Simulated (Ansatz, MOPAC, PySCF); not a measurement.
Molecule: difluoro(dihydroxy)silane, H₂SiO₂F₂, charge 0, multiplicity 1. SMILES: O[Si](O)(F)F
Coordinates optimised at B3LYP-D3(BJ)/def2-TZVP (Ansatz, a quantum-chemistry and plane-wave program):
```
Si
F 1 1.5802
F 1 1.5881 2 105.58
O 1 1.6130 2 107.11 3 -119.73
H 4 0.9598 1 119.41 2 -160.77
O 1 1.6206 2 112.38 3 119.33
H 6 0.9603 1 119.93 2 -73.62
```
Charge 0, spin multiplicity 1.

Property: vertical ionisation energy to the doublet, in eV. Terms: six Cartesian d functions in 6-31G* and its kin unless marked 5d; 6-311+G** with 5d, 6d on Na to Ar in Ansatz; PM7 with its own dispersion and hydrogen-bond terms; valence correlation only; spin-orbit terms left out; each state is the SCF solution reached for its charge and spin; no dispersion term unless named; non-relativistic; UHF or UKS for open shells. Ab initio and DFT rows: single points at B3LYP-D3(BJ) geometries (Ansatz). Semi-empirical rows: differences of heats of formation at the shared geometry for vertical values.

| level | program | vertical ionisation energy to the doublet (eV) |
|---|---|---|
| AM1 | MOPAC | 12.37 |
| PM3 | MOPAC | 10.87 |
| PM7 | MOPAC | 12.63 |
| MNDO | MOPAC | 12.32 |
| HF/6-31G* | Ansatz | 11.92 |
| PBE/6-31G* | Ansatz | 11.65 |
| B3LYP/6-31G* | Ansatz | 12.33 |
| B3LYP/6-311+G** | Ansatz | 12.77 |
| M06-2X/6-31G* (5d) | PySCF | 13.05 |
| MP2/6-311+G** | Ansatz | 13.51 |
| PBE/def2-TZVPD | Ansatz | 12.04 |

No value to compare with is used here. The 10 habitual levels span 10.87 (PM3) to 13.51 eV (MP2/6-311+G**); PBE/def2-TZVPD gives 12.04.

The levels are drawn from those run, B3LYP/6-31G* more often than the rest, none by its result; left out are runs that failed, that the program found above a lower state of the same kind, or whose <S^2> lies over 0.5 above the pure value.
